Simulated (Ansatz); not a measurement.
CH₃CuS (`C[S][Cu]`), relaxed with RKS PBE-D4/def2-SVP in the Gaussian-basis code of Ansatz from a rough embedded geometry. The force threshold is 0.03 eV/Å; the program also tests the step.

Total charge 0; spin multiplicity 1.

Start:

```xyz
6

C    -0.404   -0.525    0.160
S     0.139    1.137    0.056
Cu    1.887    2.184   -0.760
H    -1.350   -0.606    0.692
H     0.288   -1.188    0.728
H    -0.560   -1.001   -0.877
```

```csv
step,energy (eV),largest force (eV/Å),largest move (Å)
1,-56538.0203,2.817,0.000
2,-56538.4492,1.040,0.197
3,-56538.5878,0.463,0.195
4,-56538.6350,0.224,0.151
5,-56538.6398,0.013,0.026
```

End:

```xyz
6

C    -0.346   -0.464    0.132
S    -0.117    1.359    0.225
Cu    1.737    1.636   -0.747
H    -1.310   -0.679    0.637
H     0.450   -1.021    0.664
H    -0.415   -0.831   -0.911
```

Hardware: 2 threads of a server CPU on a shared host. Wall time 22 s, peak host memory 0.38 GiB.
